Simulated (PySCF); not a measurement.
[Lu(NH3)3]3+ at several levels of theory

Computed with PySCF 2.14.0 (density fitting, no spin-orbit coupling) at the geometry relaxed with BP86:

```xyz
13
[Lu(NH3)3]3+ (singlet in the valence; each metal's 4f electrons, 14 of them, lie in its core potential, out of spins and levels)
Lu    0.0000    0.0000    0.0000
N     2.3500    0.0011    0.0000
H     2.8064   -0.4727    0.8170
H     2.8064   -0.4727   -0.8170
H     2.8069    0.9446    0.0000
N    -1.1760    2.0346    0.0000
H    -0.9939    2.6668    0.8170
H    -0.9939    2.6668   -0.8170
H    -2.2215    1.9585    0.0000
N    -1.1741   -2.0358    0.0000
H    -1.8126   -2.1941    0.8170
H    -1.8126   -2.1941   -0.8170
H    -0.5854   -2.9031    0.0000
```

```csv
level,basis,state,HOMO (eV),gap (eV),charge on Lu1 (e),population of f-type functions on Lu1 (polarisation alone where 4f lies in the core),dipole about the centre of mass (D),largest force component (eV/Å)
BP86,"Lu lcecp-1-SVP with ECP60, N def2-SVP, H def2-SVP",singlet,-23.30,5.74,1.65,0.03,0.00,0.00
BLYP,the same,singlet,-23.05,5.19,1.61,0.03,0.00,0.13
BP86,"Lu lcecp-1-TZVP with ECP60, N def2-TZVP, H def2-TZVP",singlet,-23.24,5.72,1.96,0.03,0.00,0.44
```

In the lcecp rows the 4f levels are missing from HOMO and gap, and the state counts the valence alone.

Charges are Mulliken's, which hang on the basis. The relaxation used the grid (50, 194), these runs (75, 302) or, all-electron (x2c bases, spin-free X2C Hamiltonian), (99, 590).

Question: A further run in the first row's basis gives HOMO (eV) -23.20, gap (eV) 5.42, charge on Lu1 (e) 1.63, population of f-type functions on Lu1 (polarisation alone where 4f lies in the core) 0.03, dipole about the centre of mass (D) 0.00, largest force component (eV/Å) 0.04. Which level was it?
A. wB97X
B. PBE
C. M06-L

Answer: B. The others give HOMO -23.55 eV (M06-L); -27.26 eV (wB97X).

In the first row's basis the gap widens with exact exchange: 5.2 to 6.7 eV for BLYP, PBE, BP86, M06-L (none); 12.9 eV for wB97X (rising or full at long range).

A frequency check found unstable modes (4, the lowest at -46 cm⁻¹), so the relaxed geometry is probably a saddle point. An lcecp potential fixes the number of 4f electrons, so in runs with it no electron can move into or out of that shell.
